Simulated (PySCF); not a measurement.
Molecule: H₇BOSi₂, SMILES B[SiH2]O[SiH3]. Atoms near the plane z = 1.0 Å, at the GFN2-xTB optimised geometry (x, y, z in Å): B1 (2.1, -1.3, 0.0), Si2 (0.1, -1.3, 0.0), O3 (-0.5, 0.2, 0.0), Si4 (-1.3, 1.6, 0.0), H5 (2.7, -2.4, 0.0), H6 (2.7, -0.4, 0.0), H8 (-0.5, -2.0, 1.2), H9 (-0.7, 2.4, 1.1), H10 (-2.7, 1.2, 0.3).

Method: B3LYP/def2-TZVP run with PySCF 2.14.0. The values are rescaled to run from 0 to 1.

```
|@@@@@@@@@@@@@@@@@@@@@@@@@@@@@|
|@@@@@@@@@@@@@@@@@@@@@@@@@@@@@|
|@@@@@@@@@@@@@@@@@@@@@@@@@@@@@|
|@@@@@@@@@@@@@@@@@@@@@@@@@@@@@|
|@@@@@@@@@@@@@@@@@@@@@@@@@@@@@|
|@@@@@@@@@@@@@@@@@@@@@@@@@@@@@|
|@@@@@@@@@@@@@@@@@@@@@@@@@@@@@|
|@@@@@@@@@@@% @@@@@@@@@@@@@@@@|
|@@@@@@@@@@@#.%@@@@@@@@@@@@@@@|
|@@@@@@@@@@@%%@@@@@@@@@@@@@@@@|
|@@@@@@@@@@@@@@@@@@@@@@@@@@@@@|
|@@@@@@@@@@@@@@@@@@@@@@@@@@@@@|
|@@@@@@@@@@@@@@@@@@@@@@@@@@@@@|
|@@@@@@@@@@@@@@@@@@@@@@@@@@@@@|
|@@@@@@@@@@@@@@@@@@@@@@@@@@@@@|
|@@@@@@@@@@@@@@@@@@@@@@@@@@@@@|
|@@@@@@@@@@@@@@@@@@@@@@@@@@@@@|
|@@@@@@@@@@@@@@@@@@@@@@@@@@@@@|
|@@@@@@@@@@@@@%%@@@@@@@@@@@@@@|
|@@@@@@@@@@@@*=%@@@@@@@@@@@@@@|
|@@@@@@@@@@@@#+%@@@@@@@@@@@@@@|
|@@@@@@@@@@@@@@@@@@@@@@@@@@@@@|
|@@@@@@@@@@@@@@@@@@@@@@@@@@@@@|
|@@@@@@@@@@@@@@@@@@@@@@@@@@@@@|
|@@@@@@@@@@@@@@@@@@@@@@@@@@@@@|
|@@@@@@@@@@@@@@@@@@@@@@@@@@@@@|
|@@@@@@@@@@@@@@@@@@@@@@@@@@@@@|
|@@@@@@@@@@@@@@@@@@@@@@@@@@@@@|
|@@@@@@@@@@@@@@@@@@@@@@@@@@@@@|
```
Scale: ten equal steps from 0.000 (start of ' ') to 1.00 (end of '@'), in the order ' .:-=+*#%@'; x runs from -5.00 to 5.00, y from -5.00 (bottom) to 5.00 (top).

Question: Which quantity is mapped?
A) deformation density (molecule minus spherical neutral atoms)
B) electron localisation function
C) electrostatic potential
D) Laplacian of the electron density

Answer: D, Laplacian of the electron density. In full: Laplacian of the electron density (e/bohr⁵), clipped to [-1.50, 1.50].
